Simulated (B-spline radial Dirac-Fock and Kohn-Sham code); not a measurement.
**What relativity does to the binding energies of Se²⁰⁺**

System: the Se²⁰⁺ ion, configuration [Ne] 3s2 3p2.

Both columns are ΔSCF binding energies of the configuration average from an atomic code on a B-spline grid: non-relativistic Hartree-Fock with a point nucleus, and Dirac-Fock with a finite nucleus and the Coulomb interaction alone, averaged over the two j levels with weights 2j+1.

| shell | Hartree-Fock (eV) | Dirac-Fock (eV) | shift (eV) | shift (%) |
| --- | --- | --- | --- | --- |
| 1s | 13352.3 | 13557.5 | +205.19 | +1.54 |
| 2s | 2451.4 | 2500.4 | +48.93 | +2.00 |
| 2p | 2280.2 | 2293.2 | +13.00 | +0.57 |
| 3s | 883.1 | 895.8 | +12.68 | +1.44 |
| 3p | 833.4 | 837.9 | +4.52 | +0.54 |

Relativity binds 1s, 2s, 2p, 3s, 3p more strongly, among those listed most of all 2s in relative terms.

Values without a named source are computed, but for edge energies of neutral atoms, which are taken from tables.
